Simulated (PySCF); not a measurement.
Job file and geometry (Å, from GFN2-xTB) of an NMR shielding run on `InChI=1S/C4H5BF2O3/c6-2-8-4-3(7)1-9-5-10-4/h1H,2,5H2`, PySCF 2.14.0, density-fitted response routines, GIAO PBE0/pcSseg-1 NMR shielding, non-relativistic, gas phase; density fitting, a coarse starting grid and PySCF grid level 2 are the driver's defaults:

```
$ OMP_NUM_THREADS=1 python probes_run.py task.json out

{"job": {"kind": "nmr", "xc": "PBE0", "basis": "pcSseg-1"}, "charge": 0, "multiplicity": 1}
F      3.678410    -0.143346     0.428950
C      2.540560     0.279888    -0.151540
O      1.571741    -0.712151     0.088059
C      0.294660    -0.358110     0.058292
C     -0.670469    -1.343592     0.346803
F     -0.283284    -2.604075     0.653346
C     -2.009548    -1.011416     0.306437
O     -2.449102     0.140359     0.027304
B     -1.522533     1.305115    -0.290466
O     -0.014599     0.827674    -0.235891
H      2.250583     1.238828     0.300746
H      2.727471     0.387740    -1.229796
H     -2.749966    -1.780478     0.526941
H     -1.721809     1.654625    -1.403515
H     -1.646528     2.126929     0.552417
```

Question: Write the output of this run.

Answer: 
```
coarse grid: 13960 points
cycle   1  E = -604.6422660871  dE =  1.994e+00  |g| = 1.072e+00  |ddm| = 3.533e+00
cycle   2  E = -604.1984987812  dE =  4.438e-01  |g| = 1.895e+00  |ddm| = 2.057e+00
cycle   3  E = -604.8341185345  dE = -6.356e-01  |g| = 2.683e-01  |ddm| = 1.486e+00
cycle   4  E = -604.8460883799  dE = -1.197e-02  |g| = 1.103e-01  |ddm| = 2.796e-01
cycle   5  E = -604.8481574623  dE = -2.069e-03  |g| = 2.431e-02  |ddm| = 8.643e-02
cycle   6  E = -604.8482712658  dE = -1.138e-04  |g| = 1.088e-02  |ddm| = 2.726e-02
cycle   7  E = -604.8482965519  dE = -2.529e-05  |g| = 2.396e-03  |ddm| = 9.024e-03
cycle   8  E = -604.8482975344  dE = -9.824e-07  |g| = 6.952e-04  |ddm| = 1.889e-03
final grid: 139736 points
cycle   9  E = -604.9473159561  dE = -4.484e-05  |g| = 1.456e-02  |ddm| = 2.767e-02
cycle  10  E = -604.9472602724  dE =  5.568e-05  |g| = 2.307e-02  |ddm| = 2.154e-02
cycle  11  E = -604.9473516888  dE = -9.142e-05  |g| = 2.091e-03  |ddm| = 1.468e-02
cycle  12  E = -604.9473525975  dE = -9.087e-07  |g| = 5.965e-04  |ddm| = 2.067e-03
cycle  13  E = -604.9473526587  dE = -6.121e-08  |g| = 2.097e-04  |ddm| = 5.976e-04
cycle  14  E = -604.9473526673  dE = -8.580e-09  |g| = 6.218e-05  |ddm| = 1.830e-04
cycle  15  E = -604.9473526680  dE = -7.010e-10  |g| = 1.586e-05  |ddm| = 5.037e-05
converged SCF energy = -604.9473526680

GIAO shielding tensors (ppm)
atom      isotropic    diamagn.    paramagn.     s11        s22        s33       span
  0 F      366.480     465.436     -98.956    289.264    351.772    458.405    169.141
  1 C       83.464     240.680    -157.216     63.226     76.508    110.659     47.433
  2 O      132.171     397.986    -265.815     29.491    150.207    216.814    187.323
  3 C       15.792     253.995    -238.203    -43.126      2.821     87.680    130.806
  4 C       47.925     252.828    -204.903      0.110     53.942     89.723     89.613
  5 F      390.975     471.883     -80.909    356.571    406.262    410.092     53.521
  6 C       12.341     251.387    -239.046    -80.726      8.963    108.787    189.513
  7 O      110.567     395.665    -285.098    -67.247     64.920    334.028    401.274
  8 B       94.815     186.479     -91.665     83.742     98.161    102.540     18.798
  9 O      122.456     404.645    -282.189    -39.335    137.247    269.458    308.793
 10 H       25.207      28.557      -3.350     20.274     27.033     28.314      8.041
 11 H       25.652      27.676      -2.025     21.274     26.492     29.189      7.915
 12 H       23.667      26.809      -3.142     22.533     22.712     25.755      3.222
 13 H       27.660      30.177      -2.517     24.973     28.246     29.761      4.788
 14 H       27.650      30.174      -2.525     24.987     28.208     29.754      4.767
```

Size and cost of the density-fitted run: 195 basis functions, 33 s wall time on 1 thread of an Arm Neoverse V2, shared host; peak memory 0.84 GiB.
